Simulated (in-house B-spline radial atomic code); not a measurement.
Configurations of the chlorine ion Cl²⁺, with energies counted from [Ne] 3s2 3p3. All numbers are computed (scalar-relativistic (X2C) B97-1, spin-polarised, spherical fractional occupations, exact exchange averaged over the configuration; Fermi nucleus of rms radius 3.3654 fm) with a radial B-spline atomic code at the basis-set limit, not measured. Shells without spins written out take the highest spin.

Occupations are held fixed; configurations that lie above the ionisation limit could autoionise.

```csv
configuration,E - E(ref) (eV),highest orbital,its <r> (bohr)
[Ne] 3s2 3p2 3d1,18.469,3d up,2.029
[Ne] 3s2 3p2 4s1,21.714,4s up,3.542
[Ne] 3s2 3p2 4f1,31.572,4f up,5.744
[He] 2s2 2p5 3s2 3p3 3d1,215.57,3d up,1.795
[He] 2s2 2p5 3s2 3p3 4d1,228.46,4d up,4.921
```

Q: Order these further configurations by energy, lowest first.
A. [Ne] 3s2 3p2 4d1
B. [Ne] 3s1 3p4
C. [He] 2s2 2p5 3s2 3p3 4s1
D. [He] 2s2 2p5 3s2 3p3 4f1
E. [Ne] 3s1 3p3 4d1

A: B (13 eV), A (29.277 eV), E (38.461 eV), C (220.66 eV), D (231.2 eV).
